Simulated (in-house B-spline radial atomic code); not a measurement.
Eu: [Kr] (4d3/2)3 (4d5/2)6 (4f5/2)3 (4f7/2)4 5s2 5p6 (5g9/2)1 6s2 (an excited or competing configuration)

Method: Dirac-Hartree-Fock, average of the jj configuration, Fermi nucleus of rms radius 5.1115 fm. Calculated with an all-electron radial atomic-structure program (B-spline basis).

Screening seen three ways: the hydrogenic charge with the same mean radius, Z_r = [3n² - l(l+1)]/(2<r>), the one with the same energy, Z_e = n√(-2ε), and Slater's rules. Values are occupation-weighted means over j. An effective charge above Z reflects the relativistic contraction of the inner shells.

```
shell  electrons    ε (eV)  <r> (bohr)    Z_r    Z_e  Slater
   1s          2    -48827     0.02231  67.22  59.91   62.70
   2s          2   -8152.8     0.09449  63.50  48.96   58.85
   2p          6     -7283     0.08361  59.80  46.27   58.85
   3s          2   -1859.2      0.2482  54.40  35.07   51.75
   3p          6   -1580.2      0.2466  50.68  32.33   51.75
   3d         10   -1195.5      0.2256  46.54  28.12   41.85
   4s          2   -405.19      0.5646  42.51  21.83   35.25
   4p          6   -309.56      0.5966  38.55  19.08   35.25
   4d          9   -172.26       0.652  32.21  14.23   24.20
   5s          2   -67.604       1.367  27.44  11.15   12.15
   5p          6   -40.956       1.577  23.14   8.68   12.15
   4f          7   -27.515      0.8457  21.28   5.69   15.90
   6s          2   -10.557       3.753  14.39   5.29    3.00
   5g          1  -0.54426       27.49   1.00   1.00       -
```

The least bound orbital is 5g9/2 at -0.5443 eV, and it is also the most diffuse (<r> = 27.49 bohr). The part-filled 4d shell lies below the filled 6s shell in orbital energy.

For the 1s electron the small component carries 5.5 % of the norm, the zero-frequency Breit interaction raises the level by 143.4 eV, self-energy by 85.42 eV, and vacuum polarisation lowers it by 13.72 eV.
